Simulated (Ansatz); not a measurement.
Born–Oppenheimer molecular dynamics of ClFH₃HfO₃ (9 atoms, charge 0, multiplicity 2). It starts at the highest image of a converged band. Of that band: Neighbouring images differ by up to 3.0 eV, so the band resolves the path poorly. A vibrational analysis at the climbing image gives no mode beyond 40i cm⁻¹: the surface is too flat there to confirm a saddle point.

Level of theory: UHF/def2-SVP in Ansatz 0.2.0.

* ensemble: NVE (velocity Verlet)
* time step: 0.5 fs
* steps asked: 200
* starting velocities drawn for: 100 K
* seed: 10326

First frame:

```xyz
9
Properties=species:S:1:pos:R:3
Hf -0.130 -0.266 -0.982
F -0.364 -0.720 2.757
O 1.773 -0.318 -0.654
H 2.692 -0.296 -0.467
O -1.123 1.358 -0.652
H -1.528 2.182 -0.457
Cl -1.280 -2.255 -1.741
O -0.089 0.105 3.809
H -0.339 -0.452 4.538
```

**Question.** What does the run give?

**Answer.** All steps were run.

```
steps done                                               : 200
time covered                                             : 100 fs
mean temperature over the second half                    : 53 K
spread of the potential energy over the second half      : 1.0 meV per atom
mean potential energy of the second half above the start : 4.8 meV per atom
```

The conserved energy stayed within 0.064 meV per atom of its start (net change 0.0018 meV per atom), so the integration is sound. A run of 0.1 ps of so small a system gives no equilibrium averages.

**Question.** What happens to the structure?

**Answer.** Between its relaxed ends the band would form F2–O8 and break Hf1–F2, Hf1–O8. These pairs go: F2–O8 1.36 → 1.38 Å, Hf1–F2 3.77 → 3.92 Å, Hf1–O8 4.81 → 4.94 Å. In the last frame they stand as after the step (other bonds may differ from the relaxed reactants and products). It ends as ClH2HfO2 + FHO. Pairs count as bonded within 1.25 times the sum of covalent radii (0.12 Å more for H–H). Another seed would give other details.

**Question.** How do temperature and energy run in time?

**Answer.** 
| time (fs) | T (K) | potential energy less start (eV) | conserved less start (meV/atom) |
| --- | --- | --- | --- |
| 0 | 100 | 0.000 | 0.00 |
| 8 | 67 | 0.030 | 0.01 |
| 16 | 74 | 0.024 | 0.01 |
| 24 | 50 | 0.046 | 0.03 |
| 32 | 58 | 0.039 | 0.04 |
| 40 | 59 | 0.038 | 0.05 |
| 48 | 58 | 0.038 | 0.06 |
| 56 | 56 | 0.040 | 0.05 |
| 64 | 32 | 0.062 | 0.05 |
| 72 | 55 | 0.041 | 0.04 |
| 80 | 42 | 0.053 | 0.03 |
| 88 | 73 | 0.025 | 0.01 |
| 96 | 55 | 0.040 | 0.01 |

Time of the run: 5.8 min on 4 threads of Arm Neoverse V1, on a shared host, peak memory 0.34 GiB.
